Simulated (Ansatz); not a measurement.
FGe2H5O can be A, `[F][GeH2][O][GeH3]`, or B, `[OH][GeH2][GeH2][F]`.

Program: Ansatz. Geometries: PBE0-D4/def2-TZVP. ΔE: electronic, gas phase. CCSD(T)/CBS is the MP2 limit (def2-TZVPP, def2-QZVPP) plus CCSD(T) − MP2 in def2-TZVPP, frozen cores. Functionals use def2-TZVPP. B3LYP here is the variant with VWN-RPA as its local correlation; programs differ in this. For Ge outer-core shells are correlated without core-valence functions, which leaves a few kJ/mol of doubt a bond. Scalar relativity is left out up to krypton. Each species was taken in one conformer, which may not be the lowest.

A:

```xyz
9

F     2.249   -0.270   -0.039
Ge    1.007   -0.001   -1.229
O    -0.504   -0.485   -0.494
Ge   -1.136   -0.040    1.114
H     1.286   -0.935   -2.407
H     1.036    1.506   -1.517
H    -0.601   -1.045    2.143
H    -2.662   -0.120    0.983
H    -0.675    1.391    1.447
```

B:

```xyz
9

O    -0.863    1.988   -0.020
Ge   -0.986    0.230   -0.329
Ge    1.050   -0.823    0.506
F     1.029   -2.478   -0.068
H    -0.319    2.440   -0.668
H    -1.154   -0.026   -1.840
H    -2.230   -0.213    0.450
H     2.335   -0.200   -0.071
H     1.139   -0.918    2.039
```

Task: Which isomer does CCSD(T)/CBS put lower? Give the gap. (An estimate is asked.)

Result: Computed: A, by 36.2 kJ/mol.

Task: Give E(B) − E(A) in kJ/mol with MP2/def2-TZVPP, ωB97M-V, B2PLYP, B3LYP, HF/def2-TZVPP, CCSD(T)/def2-TZVPP, B3LYP-D4. (Best estimate.)

Result: The calculation gave: MP2/def2-TZVPP 43.7, ωB97M-V 33.8, B2PLYP 36.4, B3LYP 27.8, HF/def2-TZVPP 54.7, CCSD(T)/def2-TZVPP 40.6, B3LYP-D4 29.3. None reverses the order clearly.

Largest T1 diagnostic: 0.012.

From PBE to PBE0 (25 % exact exchange), in def2-TZVPP and without D4, E(B) − E(A) moves by +6.6 kJ/mol. In def2-TZVPP, CCSD(T) changes the Hartree–Fock value by −14.1 kJ/mol (the triples alone add −0.4 kJ/mol) and MP2 by −11.0 kJ/mol.
